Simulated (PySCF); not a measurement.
## Input and output

[W(NH2)6]− (doublet). PySCF 2.14.0, UKS r2SCAN, W def2-SVP with ECP60, N def2-SVP, H def2-SVP; non-relativistic Hamiltonian with scalar-relativistic core potentials where named; density fitting; no spin-orbit coupling. Purpose: level r2SCAN.

```python
mol = gto.M(atom='''
W      0.00000     0.00000    -0.00000
N     -0.00000    -0.00000     2.05291
H      0.20721     0.80476     2.65626
H     -0.20721    -0.80476     2.65626
N     -0.00000     0.00000    -2.05291
H      0.20721    -0.80476    -2.65626
H     -0.20721     0.80476    -2.65626
N      2.08496    -0.00000    -0.00000
H      2.67158    -0.59254     0.59254
H      2.67158     0.59254    -0.59254
N      0.00000     2.05291     0.00000
H      0.20721     2.65626     0.80476
H     -0.20721     2.65626    -0.80476
N     -2.08496     0.00000    -0.00000
H     -2.67158     0.59254     0.59254
H     -2.67158    -0.59254    -0.59254
N     -0.00000    -2.05291    -0.00000
H     -0.20721    -2.65626     0.80476
H      0.20721    -2.65626    -0.80476''',
    basis={'W': 'def2-SVP', 'N': 'def2-SVP', 'H': 'def2-SVP'},
    ecp={'W': 'def2-SVP'},
    charge=-1, spin=1)
mf = dft.UKS(mol, xc='R2SCAN')
mf.grids.atom_grid = (75, 302)
mf = mf.density_fit()  # fitting sets: W def2-universal-JKFIT, N def2-universal-JKFIT, H def2-universal-JKFIT
mf.conv_tol = 1e-08; mf.max_cycle = 55
mf.kernel(dm0)  # dm0: converged density of the relaxed state
mf.nuc_grad_method().kernel()
```

Run from Python with OMP_NUM_THREADS=4; the lines above give its settings. Where DIIS fails, smearing, a level shift and second-order steps follow.
It took 36 s on 4 threads of Arm Neoverse V2, with other jobs on the host, from an already converged density.

(1) Where do the frontier levels lie, over both spins?

(2) What does the SCF print?

(3) What are the Mulliken charges and spins?

(4) What forces act on the atoms (eV/Å)?

The geometry was relaxed with TPSS (W def2-SVP with ECP60, N def2-SVP, H def2-SVP).

Open shells may have lower solutions than the one found.

Results:

(1) HOMO 1.27 eV, LUMO 3.29 eV. The highest filled level lies above zero, as often for anions with such functionals and bases; it isn't the detachment energy.

(2) 
```
init E= -402.506622299835
cycle= 1 E= -402.510184702205  delta_E= -0.00356  |g|= 0.0184  |ddm|= 0.204
cycle= 2 E= -402.509362635446  delta_E= 0.000822  |g|= 0.0447  |ddm|= 0.0541
cycle= 3 E= -402.510321714554  delta_E= -0.000959  |g|= 0.00746  |ddm|= 0.0433
cycle= 4 E= -402.510351834933  delta_E= -3.01e-05  |g|= 0.00178  |ddm|= 0.0114
...
cycle= 7 E= -402.510353736775  delta_E= -1.21e-07  |g|= 5.61e-05  |ddm|= 0.000743
cycle= 8 E= -402.510353742923  delta_E= -6.15e-09  |g|= 2e-05  |ddm|= 0.000252
Extra cycle  E= -402.510353741974  delta_E= 9.49e-10  |g|= 4.7e-05  |ddm|= 8.55e-05
converged SCF energy = -402.510353741974  <S^2> = 0.75891809  2S+1 = 2.0088983
```

(3) 
```csv
atom,charge (e),spin (e)
W1,0.785,1.085
N2,-0.471,-0.046
H3,0.083,0.019
H4,0.083,0.019
N5,-0.471,-0.046
H6,0.083,0.019
H7,0.083,0.019
N8,-0.473,-0.027
H9,0.096,0.000
H10,0.096,0.000
N11,-0.471,-0.046
H12,0.083,0.019
H13,0.083,0.019
N14,-0.473,-0.027
H15,0.096,0.000
H16,0.096,0.000
N17,-0.471,-0.046
H18,0.083,0.019
H19,0.083,0.019
```

(4) 
```
W    0.00  0.00  0.00
N    0.00  0.00  0.16
H   -0.06 -0.18 -0.18
H    0.06  0.18 -0.18
N    0.00  0.00 -0.16
H   -0.06  0.18  0.18
H    0.06 -0.18  0.18
N    0.12  0.00  0.00
H   -0.17  0.13 -0.13
H   -0.17 -0.13  0.13
N    0.00  0.16  0.00
H   -0.06 -0.18 -0.18
H    0.06 -0.18  0.18
N   -0.12  0.00  0.00
H    0.17 -0.13 -0.13
H    0.17  0.13  0.13
N    0.00 -0.16  0.00
H    0.06  0.18 -0.18
H   -0.06  0.18  0.18
```
Forces carry noise of the integration grid, about 0.01 to 0.03 eV/Å.
